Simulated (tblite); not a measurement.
What does the GFN2-xTB structure of `CC1=CP1C(F)(F)C(F)(F)F` look like in three dimensions?

```xyz
15
C5H4F5P angstrom
C      2.046   -0.951   -0.432
C      1.448    0.222    0.203
C      1.400    1.064    1.206
P      0.189    1.527   -0.078
C     -1.353    0.561    0.602
F     -1.030   -0.389    1.515
F     -2.209    1.411    1.221
C     -2.068   -0.106   -0.575
F     -3.177   -0.766   -0.256
F     -2.383    0.807   -1.497
F     -1.235   -0.981   -1.159
H      2.847   -1.351    0.187
H      2.438   -0.682   -1.412
H      1.284   -1.715   -0.581
H      1.800    1.358    2.149
```

Any rigid rotation of these coordinates is as good. Atoms count from 1 in this order. Of the pairs four or more bonds apart, F11···H14 is among the closest relative to their van der Waals radii: 2.69 Å, 101 % of the sum of Bondi's values. The 3-membered ring C2–C3–P4 has internal angles of 42.0° to 69.5°. P4 (phosphine phosphorus) is pyramidal (angles 98.9°, 97.9° and 42.0°, sum 238.8°, 1.18 Å off the plane of its three neighbours). The C–P distances run from 1.824 Å (C3–P4, drawn single) to 1.942 Å (P4–C5, drawn single), a spread of 0.118 Å.

Bonds between heavy atoms (Å): C1–C2 1.461, C2=C3 1.311, C3–P4 1.824, P4–C5 1.942, C5–F6 1.357, C5–F7 1.356, C5–C8 1.530, C8–F9 1.329, C8–F10 1.335, C8–F11 1.342, C2–P4 1.835.

Structure optimised with GFN2-xTB, isolated species.

Point group: C1 (no symmetry element, even within 0.4 Å). Its GFN2-xTB frequencies are all real (lowest 27 cm⁻¹). The numbers are those of one conformer (C3–P4–C5–F6 -17°).

The numbers are calculated, not measured.
